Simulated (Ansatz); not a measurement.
```yaml
crystal:
  periodic: [false, false, false]
  atoms:
    - {symbol: C, position_ang: [-1.550203, 0.003942, 2.554039]}
    - {symbol: C, position_ang: [-0.723625, 0.565285, 1.674913]}
    - {symbol: Si, position_ang: [0.310288, -0.441143, 0.503547]}
    - {symbol: N, position_ang: [-0.026709, -0.046142, -1.135078]}
    - {symbol: Ge, position_ang: [1.165197, 0.163975, -2.517558]}
    - {symbol: H, position_ang: [-2.157270, 0.587501, 3.241213]}
    - {symbol: H, position_ang: [-1.652008, -1.076068, 2.625602]}
    - {symbol: H, position_ang: [-0.663402, 1.652533, 1.643215]}
    - {symbol: H, position_ang: [2.063336, -0.175584, 0.737955]}
    - {symbol: H, position_ang: [1.763336, -0.175584, 0.687955]}
    - {symbol: H, position_ang: [-0.993975, -0.087494, -1.422331]}
    - {symbol: H, position_ang: [2.511156, 0.552774, -1.893001]}
    - {symbol: H, position_ang: [0.642550, 1.274085, -3.446862]}
    - {symbol: H, position_ang: [1.323447, -1.134157, -3.336383]}
basis:
  gaussian: {orbitals: 6-31G}
hamiltonian: {xc: {name: B97M-V}}
output: {forces: true}
```

```sh
$ ansatz run in.yaml --threads 2 --pin off --events-out ev --progress --plain --max-ram 32768MiB --backend cpu
```

Shortened log:

```
Functional definition: B97M-V
1066 factors; integrals over basis functions are off by at most 4.2e-4 eV
mean field evaluation 1: about -68053.7824 eV, gradient 6.8e1 eV
mean field evaluation 2: about -68026.4109 eV, gradient 1.2e2 eV
mean field evaluation 4: about -68064.0848 eV, gradient 9.2e0 eV
mean field evaluation 8: about -68064.3211 eV, gradient 3.5e-1 eV
mean field evaluation 16: about -68064.3215 eV, gradient 2.3e-5 eV
mean field -68064.32151389 eV, -2501.3176799812 hartree, gradient 2.3e-5 eV, S^2 0.000000; 0 other end points of the search recorded, 0 dependent functions left out
reference -68064.32158049 eV, -2501.3176824288 hartree; 37, 37 occupied and 50, 50 virtual orbitals, 1066 factors
Total energy: -68064.32158049 eV, -2501.3176824288 hartree
Atom 0 at    -1.550203     0.003942     2.554039 Å, force    -0.248530    -0.425942     0.397458 eV/Å
Atom 1 at    -0.723625     0.565285     1.674913 Å, force     0.290904     2.297862    -0.275229 eV/Å
Atom 2 at     0.310288    -0.441143     0.503547 Å, force    -5.270384    -6.212206     1.515521 eV/Å
Atom 3 at    -0.026709    -0.046142    -1.135078 Å, force     0.549458     1.567468    -2.063752 eV/Å
Atom 4 at     1.165197     0.163975    -2.517558 Å, force    -0.512785    -0.169454    -0.077366 eV/Å
Atom 5 at    -2.157270     0.587501     3.241213 Å, force    -0.045387    -0.047996    -0.106660 eV/Å
Atom 6 at    -1.652008    -1.076068     2.625602 Å, force     0.071930    -0.015146     0.019430 eV/Å
Atom 7 at    -0.663402     1.652533     1.643215 Å, force    -0.240399     0.293261     0.228854 eV/Å
Atom 8 at     2.063336    -0.175584     0.737955 Å, force   111.453568     1.635803    18.154020 eV/Å
Atom 9 at     1.763336    -0.175584     0.687955 Å, force  -106.226372     0.646500   -17.866089 eV/Å
Atom 10 at    -0.993975    -0.087494    -1.422331 Å, force    -0.159119     0.348592     0.161899 eV/Å
Atom 11 at     2.511156     0.552774    -1.893001 Å, force     0.159599     0.041539     0.144074 eV/Å
Atom 12 at     0.642550     1.274085    -3.446862 Å, force     0.069400     0.091657    -0.137571 eV/Å
Atom 13 at     1.323447    -1.134157    -3.336383 Å, force     0.108116    -0.051937    -0.094588 eV/Å
Dipole moment:     0.149065     0.474160    -0.085965 e Å
```

Something in this input is off. What?

One atom was put on top of another. The calculation finished and met its thresholds. The result belongs to that input, not to the molecule as meant.
